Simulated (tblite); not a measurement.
Species: C7H8NS (charge -1).
Atom-mapped SMILES: `[CH:1]#[C:2][CH2:3][C@@H:4]([S-:5])[CH2:6][CH2:7][C:8]#[N:9]` (hydrogens: H10 on C1; H11, H12 on C3; H13 on C4; H14, H15 on C6; H16, H17 on C7)

Structure used (GFN2-xTB), in Å, numbered top down from 1:
```xyz
17
C7H8NS angstrom
C      2.0006    1.7438    1.8557
C      1.9523    0.7827    1.1406
C      1.8479   -0.3373    0.2359
C      0.6656   -0.1973   -0.7399
S      0.6802   -1.5654   -1.9262
C     -0.6638   -0.1593    0.0253
C     -1.8136   -0.1904   -0.9844
C     -3.0744   -0.4631   -0.3843
N     -4.0925   -0.6793    0.1066
H      2.0502    2.5781    2.4907
H      1.7238   -1.2657    0.8028
H      2.7687   -0.4206   -0.3498
H      0.7815    0.7461   -1.2979
H     -0.7149    0.7290    0.6659
H     -0.7276   -1.0484    0.6600
H     -1.5243   -0.9920   -1.6987
H     -1.8668    0.7511   -1.5406
```

Method: GFN2-xTB as coded in tblite; computed harmonic values from a numerical Hessian at the method's own geometry, unscaled. The method is semi-empirical: single wavenumbers can be off by several per cent or more. One conformer, not necessarily the lowest.

Harmonic wavenumbers (cm⁻¹): 53.4, 71.3, 106.4, 108.4, 158.8, 235.9, 257.7, 296.7, 359.2, 378.8, 404.4, 456.4, 533.5, 613.7, 621.6, 712.6, 805.3, 869.6, 963.5, 993.1, 1000.1, 1031.1, 1064.8, 1078.8, 1085.9, 1147.3, 1197.4, 1235.2, 1245.1, 1283.6, 1305.5, 1334.0, 1406.3, 1451.0, 1482.9, 2274.0, 2351.1, 2689.0, 2814.5, 2911.6, 2931.3, 2937.2, 2950.2, 2957.9, 3378.4.

A = 1703, B = 820.0, C = 577.8 MHz; mass 138.038 u (most abundant isotopes); point group C1, symmetry number 1.

Task: What is the zero-point energy?

Result: Half the sum of the wavenumbers: 27772 cm⁻¹ = 332.23 kJ/mol.

Task: Give the ideal-gas entropy at 273.15 K and 1 bar in the rigid-rotor, harmonic-oscillator model (classical rotation).

Result: Translation 168.49, rotation 125.96, vibration 114.08: S = 408.5 J/(mol K).

Task: And Cp and H(273.15 K) − H(0)?

Result: Cp = 149.04 J/(mol K), of which vibrations give 115.79 (their classical limit is 45 R = 374.2); H(273.15 K) − H(0) = 25.60 kJ/mol without the zero-point energy, 16.51 from vibrations.

Task: What must be added to the electronic energy to get the Gibbs energy at 273.15 K and 1 bar?

Result: ZPE + [H(273.15 K) − H(0)] − T·S = 332.23 + 25.60 − 111.59 = 246.24 kJ/mol.

Task: Blend soft modes into free rotors: weight 1/[1 + (100 cm⁻¹/ν̃)⁴] for the oscillator and the rest for a rotor with moment μB/(μ + B), μ = h/(8π²ν), B = 10⁻⁴⁴ kg m². What vibrational entropy results?

Result: 105.39 J/(mol K) in place of 114.08, which changes −T·S at 273.15 K by +2.37 kJ/mol.

Task: Which modes carry the vibrational entropy at 273.15 K?

Result: 53.4 cm⁻¹: 18.89; 71.3 cm⁻¹: 16.51; 106.4 cm⁻¹: 13.24; 108.4 cm⁻¹: 13.09; 158.8 cm⁻¹: 10.04; 235.9 cm⁻¹: 7.02 J/(mol K); the other 39 give 35.30 together.

Task: How do the functions run with temperature in this model?

Result: 
| T (K) | S (J/(mol K)) | Cp (J/(mol K)) | H − H(0) (kJ/mol) | G − H(0) (kJ/mol) | ln q(vib) |
| --- | --- | --- | --- | --- | --- |
| 50 | 251.0 | 56.7 | 2.11 | -10.44 | 0.49 |
| 100 | 297.9 | 80.7 | 5.56 | -24.23 | 1.74 |
| 298.15 | 422.0 | 158.5 | 29.44 | -96.38 | 7.11 |
| 373.15 | 460.5 | 185.5 | 42.35 | -129.49 | 9.07 |
| 500 | 520.4 | 224.4 | 68.44 | -191.77 | 12.30 |
| 750 | 622.4 | 278.3 | 131.79 | -335.02 | 18.27 |
| 1000 | 707.7 | 313.6 | 206.07 | -501.58 | 23.72 |

q(vib) and H(0) count from the zero-point level.

Hindered rotation and anharmonicity are outside this model. Other conformers, if any are populated, would add a mixing term that is left out. The structure is chiral; the term R ln 2 for an equal mix with its mirror image is left out.
